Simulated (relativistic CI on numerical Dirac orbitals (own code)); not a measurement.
**Ligand-field terms of d8**

Computed with a parametric ligand-field model of a d^n configuration (Racah B and C, spin-orbit zeta, crystal field), exact diagonalisation.

Field parameters in Wybourne normalisation: Oh B⁴₀ = 21Dq, B⁴₄ = √(5/14) B⁴₀. The field is a parameter set, without covalency.

B = 950 cm⁻¹, C = 4540 cm⁻¹ (C/B = 4.78), Oh, no spin-orbit coupling. Tanabe-Sugano data, E/B above the lowest term (Δ = |10Dq|; b, c mark the second and third term of a kind):

```tsv
Δ/B	3A2	3T2	3T1	1E	1T2	1A1
1.0	0.00	1.00	1.79	15.28	15.95	22.33
3.0	0.00	3.00	5.29	16.13	18.56	23.71
5.0	0.00	5.00	8.68	16.56	20.98	24.90
7.0	0.00	7.00	11.92	16.80	23.27	25.92
9.0	0.00	9.00	15.00	16.95	25.48	26.79
11.0	0.00	11.00	17.92	17.05	27.63	27.53
13.0	0.00	13.00	20.68	17.12	29.75	28.17
15.0	0.00	15.00	23.29	17.18	31.84	28.73
17.0	0.00	17.00	25.79	17.22	33.91	29.21
19.0	0.00	19.00	28.19	17.25	35.97	29.63
21.0	0.00	21.00	30.51	17.28	38.03	30.00
23.0	0.00	23.00	32.78	17.30	40.07	30.33
25.0	0.00	25.00	35.00	17.32	42.10	30.62
27.0	0.00	27.00	37.18	17.34	44.14	30.88
29.0	0.00	29.00	39.34	17.36	46.16	31.11
31.0	0.00	31.00	41.47	17.37	48.19	31.32
33.0	0.00	33.00	43.58	17.38	50.21	31.51
35.0	0.00	35.00	45.68	17.39	52.23	31.68
37.0	0.00	37.00	47.77	17.40	54.24	31.84
39.0	0.00	39.00	49.84	17.41	56.26	31.98
41.0	0.00	41.00	51.91	17.41	58.27	32.11
43.0	0.00	43.00	53.97	17.42	60.29	32.23
45.0	0.00	45.00	56.03	17.43	62.30	32.35
47.0	0.00	47.00	58.08	17.43	64.31	32.45
```

The ground term stays 3A2.
